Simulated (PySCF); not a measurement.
# How the method changes the shape and vibrations of CFH4Si

Calculated results; nothing here was measured. The program is PySCF 2.14.0, an open-source quantum chemistry code, run on an isolated molecule that a program drew, which may never have been made. The molecule is CFH4Si (charge 0, doublet), drawn as the SMILES string `C[SiH]F`.

The geometry was optimised and harmonic frequencies were computed with HF and MP2, all in the cc-pV(D+d)Z basis, for the commonest isotopes, with a restricted reference for singlets and an unrestricted one otherwise, and a frozen core in MP2. Each result is a local minimum of its method.

Geometry at the HF minimum:
```xyz
7
CFH4Si, angstrom
C    -1.2698   -2.1139   -1.8067
Si   -3.0638   -2.6120   -1.9885
F    -3.7254   -1.7194   -3.1742
H    -0.7461   -2.2429   -2.7588
H    -0.7795   -2.7388   -1.0552
H    -1.1764   -1.0697   -1.5009
H    -3.2014   -4.0321   -2.3909
```

Lengths of the bonds as drawn, in Å (atoms numbered as above):
```
bond,HF,MP2
C1-Si2,1.871,1.873
Si2-F3,1.625,1.643
C1-H4,1.094,1.104
C1-H5,1.093,1.103
C1-H6,1.092,1.102
Si2-H7,1.482,1.487
```

Rotational constants, in GHz:
```
constant,HF,MP2
A,22.29,22.32
B,6.797,6.655
C,5.539,5.45
```

Harmonic frequencies in cm^-1, each column in rising order, so a row needn't be the same motion in every method:
| rank | HF | MP2 |
|---|---|---|
| 1 | 156 | 155 |
| 2 | 251 | 235 |
| 3 | 600 | 565 |
| 4 | 707 | 682 |
| 5 | 805 | 762 |
| 6 | 840 | 801 |
| 7 | 913 | 875 |
| 8 | 955 | 911 |
| 9 | 1385 | ? |
| 10 | 1542 | 1445 |
| 11 | 1549 | 1452 |
| 12 | 2288 | 2244 |
| 13 | 3166 | 3081 |
| 14 | 3250 | 3184 |
| 15 | 3264 | 3201 |

**Estimate the missing MP2 frequency from the HF column.**

A single factor s that minimises the squared misfit of MP2 against s times HF over the other rows is sum(HF x MP2) / sum(HF^2) = 0.9718, with an rms misfit of 26 cm^-1. For rank 9 it gives 0.9718 x 1385 = 1346 cm^-1. The calculation gives 1276 cm^-1, 70 cm^-1 below the estimate. The drawn bonds are on average 0.7 % longer in MP2 than in HF.
